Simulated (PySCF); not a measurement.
H₅NOSi₂, Al₂BH₄O, B₂H₇NSi, AlBFH₂O (calculated)

All values are calculated (PySCF 2.14.0). Calculation on a computer-drawn molecule: the log of a Hartree-Fock and frozen-core CCSD(T) single point meant for a local Hartree-Fock minimum, with one planted fault or none, to be diagnosed. Offsets are logged minus clean, where the clean run is the same molecule without the fault. The reference is restricted for singlets and unrestricted otherwise, and also for a bond in bohr or an excited solution. Adding or removing an electron swaps singlet and doublet. The excited solution moves the top pair (singlet) or top alpha electron (doublet) to the lowest empty orbital. Highest occupied and lowest empty are orbital energies over both spins, largest force is the largest gradient component, triples share is (T) over the correlation energy, the T1 limit is 0.02 restricted and 0.045 unrestricted, electrons count all cores, a negative frequency is imaginary (commonest isotopes), and the dipole is about the centre of nuclear charge.

Common to all runs: meant basis cc-pV(D+d)Z; logged SCF converged yes; possible faults no fault, one electron removed, one electron added, multiplicity raised by two, geometry at a saddle point, SCF held on an excited solution, minimal basis STO-3G, one bond length entered in bohr, all coordinates scaled.

```json
{"entry": 1, "formula": "H5NOSi2", "logged_structure": {"atoms_angstrom": [["N", -0.9758, 2.7931, 2.7619], ["Si", -0.1913, 1.7237, 1.6485], ["Si", -0.9065, -0.5909, 2.0041], ["O", -0.3294, -1.2487, 0.5957], ["H", -0.6987, 3.7574, 2.7939], ["H", -1.9699, 2.7265, 2.88], ["H", -0.3692, 2.0756, 0.2017], ["H", 1.275, 1.8288, 1.8893], ["H", 0.4614, -0.2672, -0.6742]]}, "given": {"meant_charge": 0, "meant_multiplicity": 1, "logged_electrons": 48, "logged_basis_functions": 99, "logged_spin_squared": 0.9413, "logged_highest_occupied [eV]": -8.6265, "logged_lowest_empty [eV]": 0.81436, "logged_largest_force [hartree/bohr]": 0.016453, "logged_T1_diagnostic": 0.059033, "logged_D1_diagnostic": 0.30792, "logged_triples_share": 0.035863, "logged_CC_converged": "yes", "logged_dipole_magnitude [debye]": 3.0526, "logged_SCF_stable_within_its_kind": "yes", "logged_energy_HF [hartree]": -709.99252, "logged_energy_CCSD(T) [hartree]": -710.59496, "drawn_bonds_atom": [1, 2, 3, 1, 1, 2, 2, 4], "drawn_bonds_other_atom": [2, 3, 4, 5, 6, 7, 8, 9], "drawn_bonds_order": [1, 1, 1, 1, 1, 1, 1, 1]}, "results": {"planted_fault": "one bond length entered in bohr, row 8 of the drawn bonds", "HF_energy_offset_from_clean_run [kcal/mol]": 74.79, "CCSD(T)_energy_offset_from_clean_run [kcal/mol]": 75.28}, "notes": ["T1 above single-reference limit"]}
{"entry": 2, "formula": "Al2BH4O", "logged_structure": {"atoms_angstrom": [["B", -2.4844, -1.8894, 3.0558], ["Al", -2.576, -0.6943, 1.2462], ["O", -2.6449, 0.197, -0.102], ["Al", -2.7206, 1.1606, -1.5613], ["H", -1.4641, -1.883, 3.6637], ["H", -4.3258, -3.038, 3.6276], ["H", -3.2223, 2.6217, -1.3456], ["H", -2.275, 0.4108, -2.8546]]}, "given": {"meant_charge": 1, "meant_multiplicity": 1, "logged_electrons": 42, "logged_basis_functions": 94, "logged_spin_squared": 0.7097, "logged_highest_occupied [eV]": -15.061, "logged_lowest_empty [eV]": -5.1444, "logged_largest_force [hartree/bohr]": 0.018636, "logged_T1_diagnostic": 0.064948, "logged_D1_diagnostic": 0.27684, "logged_triples_share": 0.029468, "logged_CC_converged": "yes", "logged_dipole_magnitude [debye]": 5.5716, "logged_SCF_stable_within_its_kind": "yes", "logged_energy_HF [hartree]": -585.42075, "logged_energy_CCSD(T) [hartree]": -585.83432, "drawn_bonds_atom": [1, 2, 3, 1, 1, 4, 4], "drawn_bonds_other_atom": [2, 3, 4, 5, 6, 7, 8], "drawn_bonds_order": [1, 1, 1, 1, 1, 1, 1]}, "results": {"planted_fault": "one bond length entered in bohr, row 5 of the drawn bonds", "HF_energy_offset_from_clean_run [kcal/mol]": 77.32, "CCSD(T)_energy_offset_from_clean_run [kcal/mol]": 77.75}, "notes": ["T1 above single-reference limit"]}
{"entry": 3, "formula": "B2H7NSi", "logged_structure": {"atoms_angstrom": [["B", 0.8253, 1.4645, 1.8695], ["Si", 0.5554, -0.0872, 0.5818], ["B", -1.1756, -1.1132, 0.8812], ["N", 1.9177, -1.1647, 0.6357], ["H", 1.8896, 1.7157, 2.3688], ["H", -0.0877, 2.1998, 2.1338], ["H", 0.3488, 0.5844, -0.7491], ["H", -1.2367, -2.3128, 0.8307], ["H", -2.2025, -0.523, 1.084], ["H", 2.8409, -0.7748, 0.5776], ["H", 1.8803, -2.0133, 0.1009]]}, "given": {"meant_charge": 0, "meant_multiplicity": 1, "logged_electrons": 38, "logged_basis_functions": 100, "logged_spin_squared": 0.0, "logged_highest_occupied [eV]": -4.5752, "logged_lowest_empty [eV]": -5.106, "logged_largest_force [hartree/bohr]": 0.037743, "logged_CC_converged": "no", "logged_dipole_magnitude [debye]": 5.6124, "logged_SCF_stable_within_its_kind": "no", "logged_energy_HF [hartree]": -396.32058, "drawn_bonds_atom": [1, 2, 2, 1, 1, 2, 3, 3, 4, 4], "drawn_bonds_other_atom": [2, 3, 4, 5, 6, 7, 8, 9, 10, 11], "drawn_bonds_order": [1, 1, 1, 1, 1, 1, 1, 1, 1, 1]}, "results": {"planted_fault": "SCF held on an excited solution", "HF_energy_offset_from_clean_run [kcal/mol]": 294.3}, "notes": ["CCSD not converged"]}
{"entry": 4, "formula": "AlBFH2O", "logged_structure": {"atoms_angstrom": [["O", 2.4793, 3.512, -0.1156], ["Al", 3.0379, 2.1563, 0.7328], ["B", 2.4979, 0.1084, 0.1782], ["F", 1.4828, -0.5008, 0.8019], ["H", 1.8935, 3.6068, -0.8478], ["H", 3.129, -0.5879, -0.5794]]}, "given": {"meant_charge": 0, "meant_multiplicity": 2, "logged_electrons": 37, "logged_basis_functions": 75, "logged_spin_squared": 0.7833, "logged_highest_occupied [eV]": -7.8914, "logged_lowest_empty [eV]": 1.2392, "logged_largest_force [hartree/bohr]": 2.1366e-05, "logged_lowest_frequency [cm^-1]": 61.577, "logged_T1_diagnostic": 0.020433, "logged_D1_diagnostic": 0.065527, "logged_triples_share": 0.021865, "logged_CC_converged": "yes", "logged_dipole_magnitude [debye]": 1.149, "logged_SCF_stable_within_its_kind": "yes", "logged_energy_HF [hartree]": -442.13051, "logged_energy_CCSD(T) [hartree]": -442.66329, "drawn_bonds_atom": [1, 2, 3, 1, 3], "drawn_bonds_other_atom": [2, 3, 4, 5, 6], "drawn_bonds_order": [1, 1, 1, 1, 1]}, "results": {"planted_fault": "no fault", "HF_energy_offset_from_clean_run [kcal/mol]": 0.0, "CCSD(T)_energy_offset_from_clean_run [kcal/mol]": 0.0}}
```
